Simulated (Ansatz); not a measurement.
This geometry of C4H11BS (17 atoms, charge 0, multiplicity 1) is a first-order saddle point.

The calculation used RKS PBE0-D4/6-31G* in Ansatz 0.2.0.

```xyz
17
Properties=species:S:1:pos:R:3
C 1.999 -2.696 -0.931
B 1.178 -1.375 -1.125
S 0.162 -0.752 0.193
C -0.607 0.770 -0.483
C -0.737 1.850 0.583
C -1.681 1.475 1.738
H 1.704 -3.427 -1.695
H 3.065 -2.498 -1.109
H 1.896 -3.166 0.052
H 1.211 -0.761 -2.157
H -1.593 0.500 -0.875
H 0.010 1.110 -1.320
H -1.098 2.758 0.082
H 0.262 2.091 0.964
H -2.534 2.158 1.801
H -2.084 0.463 1.617
H -1.170 1.498 2.705
```

**Question.** Which two structures does it join? (They come from a converged band through this point; their orientation in space is the band's.)

**Answer.** No bond is made or broken. The dihedral C4–C5–C6–H17 goes from 62 to -178°.

First end point:

```xyz
17
Properties=species:S:1:pos:R:3
C 2.014 -2.607 -0.892
B 1.191 -1.284 -1.055
S -0.208 -0.961 -0.007
C -0.839 0.669 -0.556
C -0.712 1.747 0.513
C -1.539 1.472 1.762
H 1.981 -3.177 -1.831
H 3.073 -2.368 -0.730
H 1.681 -3.263 -0.082
H 1.472 -0.467 -1.890
H -1.891 0.527 -0.828
H -0.291 0.945 -1.461
H -1.032 2.697 0.063
H 0.345 1.868 0.780
H -1.444 2.288 2.485
H -2.602 1.366 1.515
H -1.218 0.548 2.256
```

Last end point:

```xyz
17
Properties=species:S:1:pos:R:3
C 1.931 -2.731 -0.999
B 1.113 -1.404 -1.159
S 0.492 -0.554 0.273
C -0.379 0.910 -0.411
C -0.733 1.903 0.688
C -1.750 1.373 1.691
H 1.424 -3.541 -1.542
H 2.912 -2.624 -1.481
H 2.087 -3.057 0.033
H 0.887 -0.931 -2.239
H -1.284 0.562 -0.919
H 0.274 1.370 -1.156
H -1.131 2.804 0.203
H 0.183 2.211 1.207
H -2.681 1.083 1.190
H -1.369 0.493 2.220
H -1.995 2.133 2.440
```

**Question.** How far does it lie above each of them?

**Answer.** 14.0 kJ/mol above the first and 12.0 kJ/mol above the second. This is the barrier of this one path; another mechanism may lie lower.

Time of the run: 12 min on 2 threads of Intel(R) Xeon(R) Platinum 8259CL CPU @ 2.50GHz (Skylake/Cascade Lake), on a shared host, peak memory 0.34 GiB.
